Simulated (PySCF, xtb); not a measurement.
BH, SMILES [BH] (connectivity only; charge and spin as stated), neutral, multiplicity 1.

GFN2-xTB (xtb) at its own geometry gives an orbital gap of 1.47 eV and a dipole moment of 1.63 D.

Geometry optimised at PBE0-D3(BJ)/def2-TZVPD.

Question: What does PySCF with ωB97X/def2-TZVPD give? (An estimate is asked for; the answer gives what the named calculation found.)

Answer: gap 9.13 eV (levels -9.12 and 0.01 eV), dipole 1.66 D.
